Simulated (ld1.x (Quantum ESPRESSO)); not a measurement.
Which change was made? (H, RRKJ)

* Element: hydrogen (H)
* Generator: ld1.x (Quantum ESPRESSO) 7.5
* Type: norm-conserving RRKJ (Kleinman–Bylander form)
* Functional: BP86
* Relativity: scalar-relativistic
* Frozen core: none
* Valence charge: 1
* Reference configuration: 1s1
* Partial waves: 2p channel at 0.5 Ry: rc 1.05 bohr; 1s (bound): rc 0.95 bohr
* Local potential: the s channel
* Core correction: none

Cutoffs, loose and tight: the cutoffs (Ry, on a coarse ladder) from which the occupation-weighted sum of valence levels, in a spherical-Bessel basis at the reference potential, stays within 10 and 1 mRy of its value at 400 Ry. They do not see the model core or the augmentation charge, which bear on the density cutoff. Test errors are all-electron minus pseudo excitation energies from the reference, over the configurations 1s0.5; variants that change the core or the reference have their own tests.

The base gives: outcome: generated; cutoff, loose: 30 Ry; cutoff, tight: 50 Ry; bound ghosts: none.

Problem. After one change the result is: outcome: generated; cutoff, loose: 21 Ry; cutoff, tight: 40 Ry; bound ghosts: none. Which change was it?
A. all radii scaled by about 1.22 (s 1.16, p 1.28 bohr)
B. all radii scaled by about 1.05 (s 1.00, p 1.10 bohr)
C. all radii scaled by about 0.78 (s 0.74, p 0.82 bohr)
D. all radii scaled by about 1.39 (s 1.32, p 1.46 bohr)

Solution. A. The others give: all radii scaled by about 1.39 (s 1.32, p 1.46 bohr) → outcome: generated; cutoff, loose: 18 Ry; cutoff, tight: 35 Ry; bound ghosts: none | all radii scaled by about 0.78 (s 0.74, p 0.82 bohr) → outcome: generated; cutoff, loose: 35 Ry; cutoff, tight: 70 Ry; bound ghosts: none | all radii scaled by about 1.05 (s 1.00, p 1.10 bohr) → outcome: generated; cutoff, loose: 25 Ry; cutoff, tight: 50 Ry; bound ghosts: none.
